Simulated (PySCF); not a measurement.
**Magnesium: a sound run and one with changed settings**

Sound run: Mg⁺ [Ne] 3s1, Mg²⁺ [Ne]. All numbers are calculated (PySCF 2.14, no relativity, point nucleus, in aug-cc-pVDZ). The sound run starts from symmetry-adapted Hartree-Fock orbitals and uses a fine grid where one is needed.

Changed run: radial step 0.5 in ln r (0.13 in the sound run). This setting is unsound on purpose.

```tsv
species	method	sound run (hartree)	changed run (hartree)	converged
Mg⁺	UHF	-199.36492	-199.36492	yes
Mg⁺	M06-2X	-199.76414	-199.78566	yes
Mg⁺	MN15	-199.69083	-199.71567	yes
Mg²⁺	UHF	-198.82424	-198.82424	yes
Mg²⁺	M06-2X	-199.20836	-199.23619	yes
Mg²⁺	MN15	-199.14943	-199.16606	yes
```

Ionisation energy of Mg⁺:

```json
{"method": "UHF", "sound run (eV)": "14.713", "changed run (eV)": "14.713"}
{"method": "M06-2X", "sound run (eV)": "15.123", "changed run (eV)": "14.952"}
{"method": "MN15", "sound run (eV)": "14.732", "changed run (eV)": "14.955"}
```

A coarse radial grid mis-integrates the density and the exchange-correlation energy, with errors of either sign; Hartree-Fock needs no grid.

For comparison, NIST gives 15.035 eV between the lowest levels.
